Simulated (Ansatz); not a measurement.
Consider the redistribution: `FB1O[SiH2]1` + `[OH][SnH2][F]` → `OB1O[SiH2]1` + `[F][SnH2][F]`.

Gas-phase electronic energies from Ansatz, PBE0-D4/def2-TZVP geometries. CCSD(T)/CBS adds triple-zeta CCSD(T) − MP2 to the extrapolated MP2 energy (def2 sets, frozen cores). DFT in def2-TZVPP. HSE06 is defined as in plane-wave codes. Elements past krypton have def2 core potentials. For Sn outer-core shells are correlated without core-valence functions, which leaves a few kJ/mol of doubt a bond. Each species was taken in one conformer, which may not be the lowest.

| level | ΔE (kJ/mol) | difference from CCSD(T)/CBS |
| --- | --- | --- |
| PBE-D4 | -27.7 | -4.9 |
| B97M-V | -28.6 | -5.8 |
| HSE06-D4 | -27.0 | -4.2 |
| BHLYP-D4 | -25.7 | -2.9 |
| ωB97X-V | -26.0 | -3.2 |
| B2PLYP | -24.2 | -1.4 |
| PBE | -27.8 | -5.0 |
| PBE0 | -27.0 | -4.2 |
| HSE06 | -27.0 | -4.2 |
| LC-ωPBE | -28.1 | -5.3 |
| RPA@PBE/def2-TZVPP | -19.7 | 3.1 |
| HF/def2-SVP | -31.0 | -8.2 |
| CCSD(T)/def2-SVP | -28.7 | -5.9 |
| CCSD/def2-TZVPP | -20.7 | 2.1 |
| HF/def2-QZVPP | -26.6 | -3.8 |
| MP2/def2-QZVPP | -21.8 | 1.0 |
| CCSD(T)/CBS | -22.8 | 0 |

Largest T1 diagnostic among the species: 0.015.

In def2-TZVPP, CCSD(T) changes the Hartree–Fock value by +3.9 kJ/mol (the triples alone add +0.0 kJ/mol) and MP2 by +4.7 kJ/mol. At CCSD(T), def2-SVP lies −5.9 kJ/mol from the extrapolated value and def2-TZVPP +2.1 kJ/mol. Leaving LDA and LC-ωPBE aside and taking each functional with its dispersion term where it has one, the values, not all of them listed here, spread over 4.5 kJ/mol, from B97M-V to PBE-QIDH.
